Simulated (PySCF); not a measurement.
## Adding and removing an electron: BiCl

PBE; PySCF, scalar-relativistic core potentials, basis sets Bi cc-pVDZ-PP with ECP60, Cl cc-pV(D+d)Z. Neutral (UKS): triplet (π ↑↑), Re = 2.488 Å, ωe = 321 cm⁻¹, De = 3.16 eV, HOMO -5.12 eV, LUMO -3.73 eV.

BiCl⁺ (UKS): doublet (π ↑), Re = 2.388 Å, ωe = 378 cm⁻¹. The energies at the minima are -674.69646 hartree for BiCl and -674.39455 for BiCl⁺.

(1) Work out the adiabatic ionisation energy, without and with harmonic zero-point energies (1 hartree = 27.2114 eV, 1 eV = 8065.5 cm⁻¹), and the change of the bond length.

These are scalar-relativistic numbers at best; spin–orbit coupling would shift them, the dissociation energy most. States were picked by a PBE0 search and need not be the measured ground states.

## Answers

(1) At PBE: 0.30191 hartree = 8.215 eV between the minima; the zero-point term (378.0 − 321.0)/2 cm⁻¹ = +0.004 eV makes it 8.219 eV. Re changes by -10.0 pm against the neutral. The electron leaves a π orbital; in so polar a molecule the change of length follows mostly from the change of the ionic charges.
